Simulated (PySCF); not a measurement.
Mapped SMILES: `[CH2:1]=[CH:2][C@@H:3]1[C@@H:4]([C:5](=[O:6])[F:7])[CH2:8][C@@H:9]1[CH3:10]`; H(Xn) means a hydrogen on atom n. Ha(C8) is cis to C2 on the ring; Ha(C1) is cis to C3; Hb(C8) is trans to C2 on the ring; Hb(C1) is trans to C3.

No relativistic terms, no solvent model, one computed conformer, averaged over atoms made equivalent by symmetry, fast rotation or ring inversion. Structure optimised with GFN2-xTB; shielding tensors at PBE0/pcSseg-1 (GIAO); PySCF 2.14.0 with density-fitted response routines.

**Question.** Predict the 2D correlation tables (HSQC, COSY, HMBC).

**Answer.** 

HSQC (one-bond C–H):
```tsv
δH	δC
6.29 (H(C2))	146.5 (C2)
5.45 (Hb(C1))	125.8 (C1)
5.45 (Ha(C1))	125.8 (C1)
2.96 (H(C3))	50.8 (C3)
2.89 (H(C4))	40.0 (C4)
2.77 (Hb(C8))	26.9 (C8)
2.39 (H(C9))	31.9 (C9)
1.48 (Ha(C8))	26.9 (C8)
1.16 (H(C10))	19.3 (C10)
```

COSY cross peaks (H two or three bonds apart, from the bond graph; peaks can be absent where the dihedral angle is near 90°):
```tsv
δH	δH
6.29 (H(C2))	5.45 (Hb(C1))
6.29 (H(C2))	5.45 (Ha(C1))
6.29 (H(C2))	2.96 (H(C3))
5.45 (Hb(C1))	5.45 (Ha(C1))
2.96 (H(C3))	2.89 (H(C4))
2.96 (H(C3))	2.39 (H(C9))
2.89 (H(C4))	2.77 (Hb(C8))
2.89 (H(C4))	1.48 (Ha(C8))
2.77 (Hb(C8))	2.39 (H(C9))
2.77 (Hb(C8))	1.48 (Ha(C8))
2.39 (H(C9))	1.48 (Ha(C8))
2.39 (H(C9))	1.16 (H(C10))
```

HMBC (two and three bonds, from the bond graph):
```tsv
δH	δC
6.29 (H(C2))	125.8 (C1), 50.8 (C3), 40.0 (C4), 31.9 (C9)
5.45 (Hb(C1))	146.5 (C2), 50.8 (C3)
5.45 (Ha(C1))	146.5 (C2), 50.8 (C3)
2.96 (H(C3))	176.0 (C5), 146.5 (C2), 125.8 (C1), 40.0 (C4), 31.9 (C9), 26.9 (C8), 19.3 (C10)
2.89 (H(C4))	176.0 (C5), 146.5 (C2), 50.8 (C3), 31.9 (C9), 26.9 (C8)
2.77 (Hb(C8))	176.0 (C5), 50.8 (C3), 40.0 (C4), 31.9 (C9), 19.3 (C10)
2.39 (H(C9))	146.5 (C2), 50.8 (C3), 40.0 (C4), 26.9 (C8), 19.3 (C10)
1.48 (Ha(C8))	176.0 (C5), 50.8 (C3), 40.0 (C4), 31.9 (C9), 19.3 (C10)
1.16 (H(C10))	50.8 (C3), 31.9 (C9), 26.9 (C8)
```

δ = σ(ref) − σ, references computed at the same level: TMS for ¹H and ¹³C.

Short H···H contacts in this conformer between protons four or more bonds apart (candidates for NOE cross peaks, intensity ∝ r⁻⁶): Ha(C1)···H(C3) 2.39 Å, H(C2)···H(C10) 2.42 Å, H(C2)···H(C4) 2.52 Å, Ha(C8)···H(C10) 2.58 Å.

Shifts are as computed. Against solution values, carbons near 30 ppm lie about +3 ppm off and those near 130 ppm about +5 ppm. Of 1211 compounds with measured shifts, 218 miss one by over three times the rms of a fit or turn the order of signals round; such compounds aren't used in these exercises.
